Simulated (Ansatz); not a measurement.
Ideal-gas functions of C2HCl3Zr, SMILES `C#[C][Zr]([Cl])([Cl])[Cl]` at 500 K and 1 bar, from an Ansatz frequency run at PBE0-D4/def2-TZVP.

Molar mass 222.61 g/mol, point group C3v (symmetry number 3), electronic degeneracy 1, moments of inertia 516.847, 525.122, 525.226 u Å². Harmonic wavenumbers (cm⁻¹, unscaled): 68, 68, 99, 99, 101, 200, 200, 385, 432, 432, 466, 749, 749, 2081, 3448.

Use S(trans) = R[1.5 ln M + 2.5 ln T − 1.1517]; rotational temperatures θ = 24.2544 K / I; S(rot) = R[ln(√π/σ · √(T³/θAθBθC)) + 1.5]; for each mode x = 1.438777 ν̃/T, S = R[x/(eˣ − 1) − ln(1 − e⁻ˣ)] and H = RT x/(eˣ − 1); 1 cm⁻¹ = 0.0119627 kJ/mol; R = 8.31446 J/(mol·K).

Q: By hand: the entropy, in J/(mol·K).

A: Translation 187.0. Rotation: θ = 0.0469, 0.0462, 0.0462 K, giving 123.9. Vibration, mode by mode: 21.89, 21.89, 18.78, 18.78, 18.62, 13.02, 13.02, 7.88, 7.02, 7.02, 6.47, 3.37, 3.37, 0.15, 0.00, in all 161.3. Electronic 0.0. Sum 472.2 J/(mol·K).

Q: By hand: H − E and G − E in kJ/mol, counted from the electronic energy.

A: Zero-point energy ½ × 9577 × 0.0119627 = 57.3; thermal vibration 35.3; translation, rotation and pV give 4 RT = 16.6. H − E = 109.2 kJ/mol, and G − E = 109.2 − 500 × 472.2/1000 = -126.9 kJ/mol.

Vibration gives 34 % of the entropy, 100.0 J/(mol·K) of it from the modes under 150 cm⁻¹: soft modes count most, and the harmonic formula is weakest for them.
